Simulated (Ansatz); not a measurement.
`C[SiH2][Se][Se]C` + `Cl[SiH2][SeH]` → `C[Se][SiH2]Cl` + `C[Se][Se][SiH3]`  (substitution at a C–Si bond)

Program: Ansatz. Geometries: PBE0-D4/def2-TZVP. ΔE: electronic, gas phase. CBS: MP2 limit from def2 TZ/QZ plus the TZ coupled-cluster correction, frozen cores. Functionals use def2-TZVPP. For Se outer-core shells are correlated without core-valence functions, which leaves a few kJ/mol of doubt a bond. Scalar relativity is left out up to krypton. Each species was taken in one conformer, which may not be the lowest.

| level | ΔE (kJ/mol) |
| --- | --- |
| BLYP-D4 | 41.2 |
| BHLYP-D4 | 47.1 |
| PBE0 | 46.7 |
| HF/def2-TZVPP | 45.2 |

(1) What does CCSD(T)/CBS give? (An estimate is asked.)

Largest T1 diagnostic among the species: 0.010.

Results:

(1) The calculation gave: +46.7 kJ/mol. The listed levels differ from it by -5.5, 0.4, 0.0, -1.5 kJ/mol.

Leaving LDA and LC-ωPBE aside and taking each functional with its dispersion term where it has one, the values, not all of them listed here, spread over 9.6 kJ/mol, from BLYP-D4 to B97M-V. LDA lies +6.4 kJ/mol from PBE without D4. From BLYP to BHLYP (50 % exact exchange), in def2-TZVPP and without D4, ΔE moves by +5.9 kJ/mol.
